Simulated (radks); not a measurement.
Results of a calculation; reference values are marked as such.
Ionisation of Cu, [Ar] 3d10 4s1, to Cu+, [Ar] 3d10, under several functionals. Dirac Kohn-Sham, spin-unpolarised, spherical densities, finite nucleus; a radial shooting solver on a logarithmic mesh with Libxc functionals. Known Delta-SCF values: PBEsol 8.104 eV; RPBE 8.017 eV; Wu-Cohen GGA 8.093 eV. What does B86b exchange with PBE correlation give, and what is its highest occupied eigenvalue?

Answer. 8.178 eV by Delta-SCF; the 4s1/2 eigenvalue is -4.641 eV. NIST: 7.726 eV (measured).

Beside tabulated values, note that spin-unpolarised runs miss the spin-polarisation part of the exchange energy of open shells.
